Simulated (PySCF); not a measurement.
**Working out the ionisation energy of Xe**

Xe [Xe] (1S) → Xe⁺ [Kr] 4d10 5s2 5p5 (2P). Calculation: PySCF 2.14, in aug-cc-pVTZ-PP with ECP28MDF (6s5p4d2f, 55 functions); scalar relativity through the core potential. Frozen: 4s2 4p6 4d10. Energies in hartree (1 hartree = 27.21139 eV):

```
             part   Xe (lower)  Xe⁺ (upper)
              UHF  -328.298669  -327.877320
MP2 opposite-spin    -0.113132    -0.092344
    MP2 same-spin    -0.036647    -0.026511
```

What does Hartree-Fock give?

(-327.877320) − (-328.298669) = 0.421349 hartree = 11.465 eV.

What do MP2 and SCS-MP2 (6/5 opposite-spin, 1/3 same-spin) give?

The opposite-spin parts differ by 0.566 eV and the same-spin parts by 0.276 eV. MP2: 11.465 + (0.566) + (0.276) = 12.307 eV. SCS-MP2: 11.465 + 1.2 × (0.566) + (0.276)/3 = 12.236 eV.

Measured between the centres of the two terms (NIST): 12.565 eV, so MP2 (valence) is off by -0.258 eV.

What remains against the reference includes basis incompleteness, the frozen core and correlation beyond second order.
